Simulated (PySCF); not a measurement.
**How methods differ on the ionisation energy of Cs**

Cs [Xe] 6s1 (2S) → Cs⁺ [Xe] (1S), as a difference of total energies. Calculation: PySCF 2.14, in x2c-TZVPPall; scalar relativity by spin-free X2C-1e. Correlated levels: valence and next inner shell: [Kr] 4d10 frozen. The calculations carry no spin-orbit coupling.

```tsv
method	ionisation energy (eV)	error (eV)
UHF	3.475	-0.419
LDA	4.105	+0.211
PBE	3.974	+0.080
PBE0	3.890	-0.004
r2SCAN	3.771	-0.123
B97-3	3.717	-0.177
PW91	3.997	+0.103
wB97X-V	3.692	-0.202
MP2 (valence and next inner shell)	3.814	-0.080
SCS-MP2 (valence and next inner shell)	3.747	-0.147
```

Reference: 3.894 eV (measured; NIST Atomic Spectra Database, ionization energies).

Errors of the correlated levels include the incompleteness of this basis and the frozen core.
